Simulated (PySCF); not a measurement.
Isomers of C5H11FSSi2, mass 178.010 u with the commonest isotopes. Method used: PBE0/pcSseg-1 in PySCF (dipole) on a GFN2-xTB geometry, gas phase. One conformer each, none proved a minimum here; rigid rotors.

Problem. Order these by dipole moment, largest first.
A. `[CH3:1]/[CH:2]=[C:3]1\[SiH2:4][C@@H:5]([S:6][SiH3:7])[C@H:8]1[F:9]` with Si4–C5–S6–Si7 161°, C2–C3–Si4–C5 157°, C3–Si4–C5–S6 -103°, Si4–C5–C8–F9 -139°, C2–C3–C8–C5 -156°
B. `[CH3:1][S:2][C@@H:3]1[SiH2:4][CH:5]=[CH:6][SiH2:7][C@H:8]1[F:9]` with C1–S2–C3–Si4 -153°, S2–C3–Si4–C5 -166°, C3–Si4–C5–C6 11°, C5–C6–Si7–C8 16°, C6–Si7–C8–F9 -169°
C. `[CH3:1][S:2][SiH2:3][C:4]1=[CH:5][CH2:6][SiH2:7][C@H:8]1[F:9]` with C1–S2–Si3–C4 179°, S2–Si3–C4–C5 9°
D. `[F:1][Si@@H:2]1[CH2:3][C:4](=[S:5])[C@@H:6]([CH2:7][SiH3:8])[CH2:9]1` with C4–C6–C7–Si8 -58°, F1–Si2–C3–C4 -108°, Si2–C3–C4–S5 148°, C3–C4–C6–C7 -76°, C4–C6–C9–Si2 -35°
E. `[CH3:1][SiH2:2][C@H:3]([F:4])[C:5]#[C:6][SiH2:7][S:8][CH3:9]` with C1–Si2–C3–F4 72°, C6–Si7–S8–C9 57°
F. `[CH3:1][SiH2:2][C:3]1=[CH:4][S:5][CH2:6][SiH2:7][C@@H:8]1[F:9]` with C1–Si2–C3–C4 -123°, C3–C4–S5–C6 6°, C4–S5–C6–Si7 25°, S5–C6–Si7–C8 -52°, C6–Si7–C8–F9 -177°

Solution. D (3.04 D), A (2.28 D), B (1.90 D), F (1.76 D), C (1.25 D), E (0.93 D).

Problem. Order these by rotational constant A, smallest first.
A. `[CH3:1][SiH2:2][C@H:3]([F:4])[C:5]#[C:6][SiH2:7][S:8][CH3:9]` with C1–Si2–C3–F4 72°, C6–Si7–S8–C9 57°
B. `[F:1][Si@@H:2]1[CH2:3][C:4](=[S:5])[C@@H:6]([CH2:7][SiH3:8])[CH2:9]1` with C4–C6–C7–Si8 -58°, F1–Si2–C3–C4 -108°, Si2–C3–C4–S5 148°, C3–C4–C6–C7 -76°, C4–C6–C9–Si2 -35°
C. `[CH3:1][S:2][SiH2:3][C:4]1=[CH:5][CH2:6][SiH2:7][C@H:8]1[F:9]` with C1–S2–Si3–C4 179°, S2–Si3–C4–C5 9°
D. `[CH3:1]/[CH:2]=[C:3]1\[SiH2:4][C@@H:5]([S:6][SiH3:7])[C@H:8]1[F:9]` with Si4–C5–S6–Si7 161°, C2–C3–Si4–C5 157°, C3–Si4–C5–S6 -103°, Si4–C5–C8–F9 -139°, C2–C3–C8–C5 -156°
E. `[CH3:1][SiH2:2][C:3]1=[CH:4][S:5][CH2:6][SiH2:7][C@@H:8]1[F:9]` with C1–Si2–C3–C4 -123°, C3–C4–S5–C6 6°, C4–S5–C6–Si7 25°, S5–C6–Si7–C8 -52°, C6–Si7–C8–F9 -177°

Solution. A (1441 MHz), B (1516 MHz), E (1582 MHz), D (1719 MHz), C (2247 MHz).

Problem. Order these by rotational constant C, largest first.
A. `[CH3:1][SiH2:2][C@H:3]([F:4])[C:5]#[C:6][SiH2:7][S:8][CH3:9]` with C1–Si2–C3–F4 72°, C6–Si7–S8–C9 57°
B. `[CH3:1]/[CH:2]=[C:3]1\[SiH2:4][C@@H:5]([S:6][SiH3:7])[C@H:8]1[F:9]` with Si4–C5–S6–Si7 161°, C2–C3–Si4–C5 157°, C3–Si4–C5–S6 -103°, Si4–C5–C8–F9 -139°, C2–C3–C8–C5 -156°
C. `[F:1][Si@@H:2]1[CH2:3][C:4](=[S:5])[C@@H:6]([CH2:7][SiH3:8])[CH2:9]1` with C4–C6–C7–Si8 -58°, F1–Si2–C3–C4 -108°, Si2–C3–C4–S5 148°, C3–C4–C6–C7 -76°, C4–C6–C9–Si2 -35°
D. `[CH3:1][S:2][SiH2:3][C:4]1=[CH:5][CH2:6][SiH2:7][C@H:8]1[F:9]` with C1–S2–Si3–C4 179°, S2–Si3–C4–C5 9°

Solution. B (536.8 MHz), C (525.0 MHz), A (425.3 MHz), D (412.6 MHz).

```tsv
SMILES	point group	Ia (u·Å²)	Ib (u·Å²)	Ic (u·Å²)	κ	μa (D)	μb (D)	μc (D)
C[SiH2][C@H](F)C#C[SiH2]SC	C1	350.70	1042.24	1188.36	-0.88	0.82	0.24	0.36
F[Si@@H]1CC(=S)[C@@H](C[SiH3])C1	C1	333.37	776.28	962.55	-0.75	0.07	3.02	0.32
C/C=C1\[SiH2][C@@H](S[SiH3])[C@H]1F	C1	293.92	800.10	941.50	-0.84	1.97	0.11	1.14
CS[C@@H]1[SiH2]C=C[SiH2][C@H]1F	C1	343.95	656.19	944.56	-0.50	1.59	0.46	0.94
C[SiH2]C1=CSC[SiH2][C@@H]1F	C1	319.43	742.85	975.26	-0.70	1.35	0.51	1.01
CS[SiH2]C1=CC[SiH2][C@H]1F	C1	224.93	1036.44	1224.81	-0.92	0.48	0.82	0.82
```
